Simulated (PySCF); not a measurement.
# Two-dimensional NMR puzzle

Compound of formula C4H5FO3. Correlations simulated from computed shifts and the bond graph:

HSQC (one-bond C–H):
```csv
δH,δC
6.90,151.4
3.61,55.8
```

HMBC (two and three bonds, from the bond graph):
```csv
δH,δC
6.90,"165.1, 145.1"
3.61,145.1
```

Carbons without hydrogens: δ 165.1, 145.1.

PySCF 2.14.0 with density-fitted response routines calculation with shieldings: GIAO PBE0/pcSseg-1 and geometry from GFN2-xTB; one computed conformer, isolated molecule, equivalent nuclei averaged, no relativistic terms.

Referencing at the same level of theory: 1H, 13C against TMS.

Exchangeable hydrogens are left out of these lists.

**Question.** Which molecule is this?

**Answer.** `CO/C(=C/F)C(=O)O`.

Atom-mapped SMILES (the numbers label the heavy atoms): `[CH3:1][O:2]/[C:3](=[CH:4]/[F:5])[C:6](=[O:7])[OH:8]`. Each H is labelled by its parent atom.

- δC 165.1 is C6, a carboxylic acid carbon.
- δC 151.4 is C4, a β carbon of a C=C–C=O unit (δH 6.90).
- δC 145.1 is C3, an alkene carbon bearing oxygen.
- δC 55.8 is C1, a methyl carbon bonded to O (δH 3.61).
- HMBC from δH 6.90 reaches the proton-free carbons C6, C3.
- HMBC from δH 3.61 reaches the proton-free carbon C3.

The shifts were computed for this structure.

OH/NH shifts are gas-phase values; hydrogen bonding in solution moves them, usually downfield. Shifts are as computed. Against solution values, carbons near 30 ppm lie about +3 ppm off and those near 130 ppm about +5 ppm. Of 1211 compounds with measured shifts, 218 miss one by over three times the rms of a fit or turn the order of signals round; such compounds aren't used in these exercises. The C=O carbon of an acid or of an amide with N–H lies up to 10 ppm further downfield in solution, through hydrogen bonding that the calculation lacks.
